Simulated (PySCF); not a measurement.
## Radial density of Be (beryllium, neutral)

HSE06, [He] 2p2, high-spin 3P determinant (an excited configuration). Computed with PySCF 2.14 in aug-cc-pV5Z, with the non-relativistic Hamiltonian (point nucleus).

```tsv
r (bohr)	4πr²ρ (e/bohr)	4πr²(ρα − ρβ)
0.00548	0.01244	0.0000
0.00922	0.03415	-0.0001
0.0155	0.09184	-0.0003
0.0261	0.2388	-0.0008
0.0439	0.5859	-0.0019
0.0738	1.307	-0.0040
0.124	2.492	-0.0065
0.209	3.674	-0.0042
0.351	3.593	0.0194
0.591	1.888	0.1011
0.994	0.6111	0.3003
1.67	0.5893	0.5796
2.81	0.5640	0.5640
4.73	0.1776	0.1776
7.96	0.01071	0.0107
13.4	3.639e-05	0.0000
```

Task: Where is the radial spin density 4πr²(ρα − ρβ) most negative, and why is it negative at all?

Result: Around r = 0.124 bohr, down to -0.0065 e/bohr: exchange with the open shell polarises the paired shells in an unrestricted calculation.
